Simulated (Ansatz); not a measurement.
Pulling on the Ge1–F3 bond in FGeH (SMILES [F][GeH]) (multiplicity 1 held, fragments rigid). Energies count from the point at 1.770 Å.
Geometry at that point (charge 0, multiplicity 1):
```xyz
3

Ge    -0.1137    -0.2269     0.2808
H     -0.9845    -1.0535    -0.7992
F      0.5137     0.9238    -0.9095
```

Restricted levels (R-, RO-) in cc, def2 and unpolarised 6-31G sets keep to the state of the molecule at rest. Unrestricted levels (U-) break spin symmetry where that is lower. Active spaces are followed from a long bond inwards. Levels need not reach the same state.

Frozen-core correlation. Filled d and f shells under p-block atoms count as core.

Programs: Ansatz (a first-principles code) with Gaussian orbitals. Each number belongs to the level named beside it.

Energies in kcal/mol.

```json
[
 {"R (Å)": "1.416", "R-HF/cc-pVDZ": "72.7", "U-HF/cc-pVDZ": "72.7", "R-SCS-MP2/cc-pVDZ": "78.1", "U-CCSD(T)/cc-pVDZ": "78.6", "FIC-MRCISD+Q on CASSCF(6,4)/cc-pVDZ": "77.9"},
 {"R (Å)": "1.593", "R-HF/cc-pVDZ": "11.7", "U-HF/cc-pVDZ": "11.7", "R-SCS-MP2/cc-pVDZ": "14.0", "U-CCSD(T)/cc-pVDZ": "14.3", "FIC-MRCISD+Q on CASSCF(6,4)/cc-pVDZ": "14.1"},
 {"R (Å)": "1.770", "R-HF/cc-pVDZ": "0.0", "U-HF/cc-pVDZ": "0.0", "R-SCS-MP2/cc-pVDZ": "0.0", "U-CCSD(T)/cc-pVDZ": "0.0", "FIC-MRCISD+Q on CASSCF(6,4)/cc-pVDZ": "0.0"},
 {"R (Å)": "1.948", "R-HF/cc-pVDZ": "8.6", "U-HF/cc-pVDZ": "8.6", "R-SCS-MP2/cc-pVDZ": "7.0", "U-CCSD(T)/cc-pVDZ": "6.7", "FIC-MRCISD+Q on CASSCF(6,4)/cc-pVDZ": "6.6"},
 {"R (Å)": "2.125", "R-HF/cc-pVDZ": "24.6", "U-HF/cc-pVDZ": "24.6", "R-SCS-MP2/cc-pVDZ": "21.9", "U-CCSD(T)/cc-pVDZ": "21.1", "FIC-MRCISD+Q on CASSCF(6,4)/cc-pVDZ": "21.1"},
 {"R (Å)": "2.390", "R-HF/cc-pVDZ": "51.3", "U-HF/cc-pVDZ": "51.2", "R-SCS-MP2/cc-pVDZ": "47.4", "U-CCSD(T)/cc-pVDZ": "45.7", "FIC-MRCISD+Q on CASSCF(6,4)/cc-pVDZ": "45.7"},
 {"R (Å)": "2.656", "R-HF/cc-pVDZ": "75.4", "U-HF/cc-pVDZ": "67.8", "R-SCS-MP2/cc-pVDZ": "70.8", "U-CCSD(T)/cc-pVDZ": "69.7", "FIC-MRCISD+Q on CASSCF(6,4)/cc-pVDZ": "67.9"},
 {"R (Å)": "3.098", "R-HF/cc-pVDZ": "107.9", "U-HF/cc-pVDZ": "73.5", "R-SCS-MP2/cc-pVDZ": "101.9", "U-CCSD(T)/cc-pVDZ": "97.2", "FIC-MRCISD+Q on CASSCF(6,4)/cc-pVDZ": "93.5"},
 {"R (Å)": "3.541", "R-HF/cc-pVDZ": "132.3", "U-HF/cc-pVDZ": "75.0", "R-SCS-MP2/cc-pVDZ": "124.1", "U-CCSD(T)/cc-pVDZ": "107.5", "FIC-MRCISD+Q on CASSCF(6,4)/cc-pVDZ": "104.2"},
 {"R (Å)": "4.072", "R-HF/cc-pVDZ": "153.4", "U-HF/cc-pVDZ": "75.5", "R-SCS-MP2/cc-pVDZ": "140.8", "U-CCSD(T)/cc-pVDZ": "110.2", "FIC-MRCISD+Q on CASSCF(6,4)/cc-pVDZ": "107.9"},
 {"R (Å)": "4.780", "R-HF/cc-pVDZ": "171.4", "U-HF/cc-pVDZ": "75.8", "R-SCS-MP2/cc-pVDZ": "149.6", "U-CCSD(T)/cc-pVDZ": "110.6", "FIC-MRCISD+Q on CASSCF(6,4)/cc-pVDZ": "109.0"},
 {"R (Å)": "5.665", "R-HF/cc-pVDZ": "183.9", "U-HF/cc-pVDZ": "75.9", "R-SCS-MP2/cc-pVDZ": "145.2", "U-CCSD(T)/cc-pVDZ": "110.7", "FIC-MRCISD+Q on CASSCF(6,4)/cc-pVDZ": "109.2"}
]
```

Doubts at one or more of the structures used: a restricted determinant that unrestricted orbitals would lower (R-HF/cc-pVDZ, R-SCS-MP2/cc-pVDZ); a spin-contaminated determinant (U-HF/cc-pVDZ, U-CCSD(T)/cc-pVDZ); T1 above 0.05 (U-CCSD(T)/cc-pVDZ); active orbitals that take no part (FIC-MRCISD+Q on CASSCF(6,4)/cc-pVDZ).
